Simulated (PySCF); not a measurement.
# Relaxation of triplet GeHF

All numbers come from UPBE0 in PySCF with Ge def2-TZVP, H def2-TZVP, F def2-TZVP; no relativity; density-fitted integrals. A (50,194) grid was used.

A hand-made bent start, of Cs symmetry, held to at least that symmetry:

```xyz
3
charge 0 multiplicity 3, angstrom
Ge   -0.2931    0.0000   -0.2240
H    -1.5464    0.0000    0.6536
F     1.2223    0.0000    0.8371
```

Task: What forces act on the atoms at the start (eV/Å)?

Result: 
```json
{"atom": "Ge1", "Fx": "2.10", "Fy": "0.00", "Fz": "0.99"}
{"atom": "H2", "Fx": "-0.44", "Fy": "0.00", "Fz": "0.23"}
{"atom": "F3", "Fx": "-1.66", "Fy": "0.00", "Fz": "-1.22"}
```

Task: What does it relax to?

Result: It ends at Cs with Ge–F 1.745 Å, Ge–H 1.562 Å; F–Ge–H 112.9° (after a last refinement on a finer grid). A frequency run shows a minimum. Other isomers or separated fragments may lie lower.

Task: How much energy is released, and in how many steps?

Result: 12.5 kJ/mol in 4 steps.

At this level a singlet minimum of Cs symmetry lies 172 kJ/mol below this structure.

The relaxation took 3.9 s on 2 threads of a shared AMD EPYC 9R45 96-Core (Zen 5) host, with 85 basis functions and 5 gradients; the process peaked at 0.5 GiB.
